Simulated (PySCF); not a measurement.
## Trend along group 15: MPb cations

PBE0 with double-zeta basis sets in PySCF, for the lowest determinant that a PBE0 search found; no spin–orbit coupling. De refers to high-spin ground-configuration atoms (the charge goes to the atom of lower measured ionisation energy or higher electron affinity, which is not always the lowest computed limit). A positive dipole points towards Pb; it is taken about the centre of mass and depends on that origin.

```json
{"M": "N", "basis": "def2-SVP", "charged atom": "Pb+", "state (unpaired electrons)": "triplet (π ↑↑)", "Re (Å)": "2.244", "ωe (cm⁻¹)": "493", "De (eV)": "n/a", "μ (D)": "2.06"}
{"M": "P", "basis": "def2-SVP", "charged atom": "Pb+", "state (unpaired electrons)": "triplet (π ↑↑)", "Re (Å)": "2.618", "ωe (cm⁻¹)": "301", "De (eV)": "n/a", "μ (D)": "0.10"}
{"M": "As", "basis": "def2-SVP", "charged atom": "Pb+", "state (unpaired electrons)": "triplet (π ↑↑)", "Re (Å)": "2.699", "ωe (cm⁻¹)": "205", "De (eV)": "n/a", "μ (D)": "1.03"}
{"M": "Bi", "basis": "cc-pVDZ-PP", "charged atom": "Bi+", "state (unpaired electrons)": "triplet (π ↑↑)", "Re (Å)": "2.942", "ωe (cm⁻¹)": "137", "De (eV)": "n/a", "μ (D)": "2.15"}
```

The shortest bond is that of PbN⁺ (2.244 Å), the longest that of BiPb⁺ (2.942 Å).

The rows differ in basis set, which adds steps of its own.

Down a group the atoms grow and get heavier, so bonds lengthen and wavenumbers fall; this series shows no clear exception.

Spin–orbit coupling is left out, which matters for elements this heavy, above all for dissociation energies. States were picked by a PBE0 search and need not be the measured ground states.
